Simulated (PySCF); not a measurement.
**Worked example: entropy of an ideal gas**

GeH₂Cl₂, SMILES [Cl][GeH2][Cl].

Coordinates come from a B3LYP-D3(BJ)/def2-TZVP optimisation.

PySCF with B3LYP-D3(BJ)/def2-TZVP gives the harmonic wavenumbers 146, 413, 425, 515, 641, 776, 851, 2171, 2188 cm⁻¹ and the rotational temperatures 0.3740, 0.1101, 0.0871 K. The molar mass is 145.55 g/mol, the symmetry number 2, the spin multiplicity 1.

### Question
Work out the entropy at 298.15 K and 1 atm in the rigid-rotor, harmonic-oscillator model.

### Answer

Translation (Sackur–Tetrode at 1 atm): S = R[1.5 ln M + 2.5 ln T − 1.16487] = 170.9 J/(mol K).
Rotation: q = (√π/σ) T^1.5/√(θA θB θC) = 76200, S = R[ln q + 3/2] = 105.9 J/(mol K).
Vibration: with u = 1.4388 ν/T, each mode gives R[u/(e^u − 1) − ln(1 − e^−u)]:
```
ν (cm⁻¹)  modes     u  S (J/(mol K))
--------  -----  ----  -------------
146           1  0.70          11.40
413           1  1.99           3.83
425           1  2.05           3.66
515           1  2.49           2.60
641           1  3.09           1.61
776           1  3.74           0.95
851           1  4.11           0.71
```
The stiffer modes add less than 0.005 each. Sum 24.8 J/(mol K).
Spin: R ln 1 = 0.0 J/(mol K).
Total 301.6 J/(mol K); the program's own thermochemistry gives 301.6. Translation makes up 57 % and vibration 8 %. Anharmonicity, hindered rotation and orbital degeneracy are left out.
